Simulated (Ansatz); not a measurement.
`[F][AlH][SH]` + `C[NH][GeH2][OH]` → `C[NH][AlH][SH]` + `[OH][GeH2][F]`  (redistribution)

Gas-phase electronic energies from Ansatz, PBE0-D4/def2-TZVP geometries. CBS: MP2 limit from def2 TZ/QZ plus the TZ coupled-cluster correction, frozen cores. This one scheme is used for every species. For Ge outer-core shells are correlated without core-valence functions, which leaves a few kJ/mol of doubt a bond. Scalar relativity is left out up to krypton. Each species was taken in one conformer, which may not be the lowest.

```tsv
species	CCSD(T)/CBS(def2) energy (Eh)
`[F][AlH][SH]`	-740.90186
`C[NH][GeH2][OH]`	-2248.27605
`C[NH][AlH][SH]`	-736.22383
`[OH][GeH2][F]`	-2252.93819
```

Problem. Work out ΔE.

Solution. ΔE = (-736.22383) + (-2252.93819) − (-740.90186) − (-2248.27605) = 0.01589 Eh = +41.7 kJ/mol.

Largest T1 diagnostic among the species: 0.012.

In def2-TZVPP, CCSD(T) changes the Hartree–Fock value by +5.4 kJ/mol (the triples alone add −0.2 kJ/mol) and MP2 by +7.6 kJ/mol.
